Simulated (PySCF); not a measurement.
## How exact exchange moves a shielding

Molecule: SMILES N#CC1C[SiH2]C1, C₄H₇NSi.

Mapped SMILES: `[N:1]#[C:2][CH:3]1[CH2:4][SiH2:5][CH2:6]1`; H(Xn) means a hydrogen on atom n. Ha(C4), Ha(Si5), Ha(C6) are cis to C2 on the ring; Hb(C4), Hb(Si5), Hb(C6) are trans to C2 on the ring.

GIAO shieldings (ppm, equivalent atoms averaged) in PySCF on the PBE0-D3(BJ)/def2-SVP geometry, basis pcSseg-1, gas phase, non-relativistic:

| functional | exact exchange (%) | σ(C3) | σ(Si5) |
| --- | --- | --- | --- |
| BLYP | 0 | 148.3 | 356.8 |
| BP86 | 0 | 153.6 | 364.7 |
| PBE | 0 | 154.0 | 366.7 |
| B3LYP | 20 | 154.3 | 369.4 |
| PBE0 | 25 | 160.7 | 381.9 |
| BHandHLYP | 50 | 161.8 | 388.2 |
| HF | 100 | 173.3 | 421.6 |

**Question.** Fit each shielding as a line in the percentage of exact exchange.

**Answer.** σ(C3) = 152.1 + 0.21 x (rms 2.3 ppm); σ(Si5) = 362.3 + 0.58 x (rms 4.0 ppm). The functionals also differ in their semilocal parts, which the line can't hold; Hartree–Fock has no correlation at all.

**Question.** What does the line predict for mPW1PW91 (25 %), and what does the run give?

**Answer.** σ(C3): 157.3 predicted, 159.8 computed; σ(Si5): 376.8 predicted, 379.7 computed ppm.
